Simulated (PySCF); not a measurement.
# Bond lengths and vibrations by method: FH4Si2

These are calculations, not measurements. They come from PySCF 2.14.0, an open-source quantum chemistry program, on an isolated molecule that a program drew, which may never have been made. The molecule is FH4Si2 (charge 0, doublet), drawn as the SMILES string `F[SiH][SiH3]`.

The geometry was optimised and harmonic frequencies were computed with HF and MP2, all in the cc-pV(D+d)Z basis, for the commonest isotopes, with a restricted reference for singlets and an unrestricted one otherwise, and a frozen core in MP2. Each result is a local minimum of its method.

Geometry at the HF minimum:
```xyz
7
FH4Si2, angstrom
F    -1.1422    0.0103    2.0485
Si   -0.6556    0.9430    0.8060
Si    0.6348   -0.3409   -0.7017
H     0.0823    2.0870    1.3922
H    -0.2001   -1.4300   -1.2561
H     1.8304   -0.9232   -0.0480
H     1.0643    0.5571   -1.7998
```

Lengths of the bonds as drawn, in Å (atoms numbered as above):
```
   bond     HF    MP2
 F1-Si2  1.628  1.646
Si2-Si3  2.364  2.355
 Si2-H4  1.482  1.487
 Si3-H5  1.480  1.482
 Si3-H6  1.482  1.485
 Si3-H7  1.482  1.484
```

Rotational constants, in GHz:
```
constant,HF,MP2
A,17.59,17.62
B,3.295,3.268
C,2.909,2.888
```

Harmonic frequencies in cm^-1, each column in rising order, so a row needn't be the same motion in every method:
```
rank    HF   MP2
   1   102   108
   2   168   156
   3   426   412
   4   440   418
   5   570   535
   6   691   650
   7   837   799
   8   878     ?
   9   978   917
  10  1017   966
  11  1023   975
  12  2292  2249
  13  2308  2270
  14  2310  2283
  15  2320  2293
```

**Estimate the missing MP2 frequency from the HF column.**

A single factor s that minimises the squared misfit of MP2 against s times HF over the other rows is sum(HF x MP2) / sum(HF^2) = 0.9783, with an rms misfit of 21 cm^-1. For rank 8 it gives 0.9783 x 878 = 859 cm^-1. The calculation gives 851 cm^-1, 8 cm^-1 below the estimate. The drawn bonds are on average 0.3 % longer in MP2 than in HF.
